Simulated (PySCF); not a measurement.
Be(Br)(Et) (C₂H₅BeBr), SMILES [Br][Be][CH2]C.

Geometry optimised at B3LYP-D3(BJ)/def2-SVP. The structure was generated by enumeration; whether it is a known compound was not checked. The values are those of a single conformer.

All values below come from TDDFT-M06-2X/def2-SVPD (PySCF).

Vertical excitations. Isolated molecule, no solvent. State labels are in the subgroup Cs.

Task: Estimate the UV-visible absorptions. (Estimate from the structure and the level; the computed values follow.)

Result: 
| state | symmetry | energy (eV) | λ (nm) | f | main pairs |
|---|---|---|---|---|---|
| S1 | A' | 6.51 | 191 | 0.013 | HOMO→LUMO 85 % |
| S2 | A" | 6.67 | 186 | 0.008 | HOMO→LUMO+1 81 %, HOMO→LUMO+4 14 % |
| S3 | A" | 7.00 | 177 | 0.000 | HOMO−1→LUMO 61 %, HOMO−2→LUMO+1 21 %, HOMO−1→LUMO+5 10 % |
| S4 | A' | 7.12 | 174 | 0.071 | HOMO→LUMO+2 78 %, HOMO→LUMO+3 15 % |
| S5 | A' | 7.23 | 172 | 0.002 | HOMO−2→LUMO 47 %, HOMO−1→LUMO+1 36 %, HOMO−1→LUMO+4 8 % |
| S6 | A" | 7.24 | 171 | 0.000 | HOMO−2→LUMO+1 59 %, HOMO−1→LUMO 22 %, HOMO−2→LUMO+4 14 % |
| S7 | A" | 7.58 | 164 | 0.081 | HOMO−1→LUMO+2 92 % |
| S8 | A' | 7.59 | 163 | 0.082 | HOMO−2→LUMO+2 92 % |
| S9 | A' | 8.04 | 154 | 0.198 | HOMO−1→LUMO+1 36 %, HOMO−2→LUMO 30 %, HOMO→LUMO+3 15 %, HOMO−1→LUMO+4 6 % |
| S10 | A' | 8.18 | 152 | 0.175 | HOMO→LUMO+3 58 %, HOMO→LUMO+2 11 % |
| T1 | A' | 5.86 | 211 | 0 | HOMO→LUMO 77 %, HOMO→LUMO+5 15 % |
| T2 | A" | 6.02 | 206 | 0 | HOMO→LUMO+1 70 %, HOMO→LUMO+4 25 % |
| T3 | A' | 6.68 | 186 | 0 | HOMO→LUMO+2 40 %, HOMO−2→LUMO 24 %, HOMO−1→LUMO+1 11 % |
| T4 | A' | 6.72 | 184 | 0 | HOMO→LUMO+2 40 %, HOMO−2→LUMO 25 %, HOMO−1→LUMO+1 14 % |
Triplets are in the Tamm–Dancoff approximation, which puts them higher than full response would, so one can lie above its singlet here.
